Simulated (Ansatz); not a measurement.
`CC[SiH](O)O` and `O[SiH2]C[SiH](O)O` differ in one atom or group.

Ansatz, PBE0-D4/def2-TZVP geometries, multiplicity 1. Each molecule was computed in one conformer, which needn't be the lowest.

```tsv
property	`CC[SiH](O)O`
HOMO energy (B3LYP/def2-TZVPP) / eV	-7.93
size of the dipole moment (PBE/def2-TZVPP) / D	0.94
HOMO–LUMO gap (B3LYP/def2-TZVPP) / eV	8.31
LUMO energy (B3LYP/def2-TZVPP) / eV	0.37
LUMO energy (PBE0/def2-TZVPP) / eV	0.74
HOMO energy (ωB97M-V/def2-TZVPP) / eV	-10.39
```

**Question.** What does the change do to each property? (Best estimate.)

**Answer.** The calculation gave: 
```json
{"property": "HOMO energy (B3LYP/def2-TZVPP) / eV", "`O[SiH2]C[SiH](O)O`": "-8.15", "shift": "-0.22"}
{"property": "size of the dipole moment (PBE/def2-TZVPP) / D", "`O[SiH2]C[SiH](O)O`": "1.60", "shift": "0.66"}
{"property": "HOMO–LUMO gap (B3LYP/def2-TZVPP) / eV", "`O[SiH2]C[SiH](O)O`": "7.95", "shift": "-0.36"}
{"property": "LUMO energy (B3LYP/def2-TZVPP) / eV", "`O[SiH2]C[SiH](O)O`": "-0.20", "shift": "-0.57"}
{"property": "LUMO energy (PBE0/def2-TZVPP) / eV", "`O[SiH2]C[SiH](O)O`": "0.09", "shift": "-0.65"}
{"property": "HOMO energy (ωB97M-V/def2-TZVPP) / eV", "`O[SiH2]C[SiH](O)O`": "-10.58", "shift": "-0.19"}
```

With PBE0 the HOMO falls by 0.23 eV and the LUMO falls by 0.65 eV, so the gap narrows by about 0.42 eV. PBE moves the HOMO by -0.23 eV and ωB97M-V by -0.19 eV. Dipoles are sizes alone; their direction can turn.

B3LYP here is the variant with VWN-RPA as its local correlation; programs differ in this.
